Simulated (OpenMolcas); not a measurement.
**Ag⁶⁺: effect of the active space**

```json
{
  "Program": "OpenMolcas 26.06",
  "Method": "SS-CASPT2 or its RAS form, IPEA 0.25 Eh, imaginary shift 0.1 Eh",
  "Basis": "ANO-R2",
  "Scalar Hamiltonian": "X2C, finite nucleus",
  "Spin-orbit coupling": "RASSI with atomic mean-field integrals over the reference wave functions, term energies averaged over their components"
}
```

A. 5 electrons in 5 orbitals (4d); 2S+1 = 6 even, 1 root; 2S+1 = 4 even, 24 roots; 2S+1 = 2 even, 75 roots; closed shells correlated: 4s 4p; CASPT2 step of the order of 17 core-seconds
B. 11 electrons in 8 orbitals (RAS1 4p, at most 2 holes; RAS2 4d); 2S+1 = 6 even, 1 root; 2S+1 = 4 even, 24 roots; 2S+1 = 2 even, 70 roots; closed shells correlated: 4s; CASPT2 step roughly 80 core-seconds
C. 5 electrons in 10 orbitals (4d 5d); 2S+1 = 6 even, 1 root; 2S+1 = 4 even, 24 roots; 2S+1 = 2 even, 67 roots; closed shells correlated: 4s 4p; CASPT2 step roughly 25 core-minutes

Energies in eV above 4d5 6S 5/2, the measured ground level; measured values from the list in Gamrath, thesis, University of Mons (2023).

| Level | A | B | C | Measured |
| --- | --- | --- | --- | --- |
| 4d5 6S 5/2 | 0.0000 | 0.0000 | 0.0000 | 0.0000 |
| 4d5 4G 5/2 | 3.860 | 3.851 | 3.864 | 3.6439 |
| 4d5 4G 7/2 | 3.964 | 3.955 | 3.970 | 3.7664 |
| 4d5 4G 11/2 | 3.997 | 3.986 | 4.010 | 3.8016 |
| 4d5 4G 9/2 | 4.021 | 4.012 | 4.030 | 3.8320 |
| 4d5 4P 3/2 [53 %] | 4.311 | 4.333 | 4.325 |  |
| 4d5 4P 1/2 [65 %] | 4.504 | 4.527 | 4.518 | 4.2905 |
| 4d5 4D 7/2 | 4.723 | 4.755 | 4.742 | 4.5236 |
| 4d5 4D 1/2 [66 %] | 4.984 | 5.016 | 4.997 | 4.7963 |
| 4d5 4D 5/2 [54 %] | 5.071 | 5.102 | 5.084 |  |
| 4d5 4D 3/2 [53 %] | 5.119 | 5.151 | 5.133 |  |
| 4d5 2I 11/2 | 5.792 | 5.736 | 5.788 | 5.4567 |
| 4d5 2I 13/2 | 5.966 | 5.912 | 5.968 | 5.6470 |
| 4d5 4F 7/2 [53 %] | 6.388 | 6.381 | 6.394 |  |
| 4d5 4F 9/2 [65 %] | 6.403 | 6.392 | 6.415 | 6.0881 |
| 4d5 4F 5/2 | 6.625 | 6.623 | 6.632 | 6.3293 |
| 4d5 2F 7/2(1) [54 %] | 6.890 | 6.896 | 6.900 |  |
| 4d5 2H 9/2 [50 %] | 7.015 | 6.986 | 7.017 |  |
| 4d5 2G 7/2(1) [75 %] | 7.274 | 7.279 | 7.270 | 6.9150 |
| 4d5 2H 11/2 | 7.531 | 7.485 | 7.532 | 7.1864 |
| 4d5 2F 7/2(2) | 7.719 | 7.737 | 7.724 | 7.4133 |
| 4d5 2S 1/2 | 8.251 | 8.308 | 8.304 |  |
| 4d5 2D 3/2(2) | 9.292 | 9.354 | 9.345 |  |
| 4d5 2D 5/2(2) | 9.447 | 9.487 | 9.478 |  |

Deviations, from unrounded energies. A percentage is the sum of absolute deviations over the sum of measured energies, with the sign that they share, or ± where signs differ.

| Against measurement | Levels | A | B | C |
| --- | --- | --- | --- | --- |
| mean absolute deviation (cm-1) | 14 | 2100 | 2100 | 2200 |
| other terms of the ground configuration (%) | 14 | +5.0 | +4.9 | +5.1 |

A, B lie about equally close to measurement and C furthest from it. The largest miss of B in the table is 4d5 2G 7/2(1) [75 %], by +2900 cm-1. The ranking rests on the paired levels alone, and a cruder setting can come out closer through cancelling errors.

The spin-orbit steps hold different terms of 4d5 (B lacks a 2D; C lacks a 2D, 2P), which shifts levels as well.

Among A to C the level of the table that moves most is 4d5 2D 3/2(2), by 500 cm-1 (lowest in A, highest in B). Moves below CASPT2's spread within the term are not significant.

CASPT2 breaks the degeneracy within a term, and the mean is taken; among the terms shown or strongly mixed into the levels shown the widest spread is 230 cm-1 (4d5 4F, A). Active for correlation alone: 4p; no level in the range computed is led by a configuration that opens it, so any true level of that kind is missing (holds for B). Active for correlation alone: 5d; no level in the range computed is led by a configuration that fills it, so any true level of that kind is missing (holds for C). Measured partners are found by configuration, term and J. A level has none where our copy of the source lacks it or the pairing is in doubt (some pairs that miss far off the trend of their configuration count as doubtful), and it then counts in no deviation. Levels of configurations outside the active space are missing. The table leaves out levels that lie high or whose names do not pair safely across all columns.

A share in square brackets marks a mixed level and gives the weight of the term that names it, the lowest over the columns. A number in round brackets counts repeated terms of one configuration in the order of the reference energies.
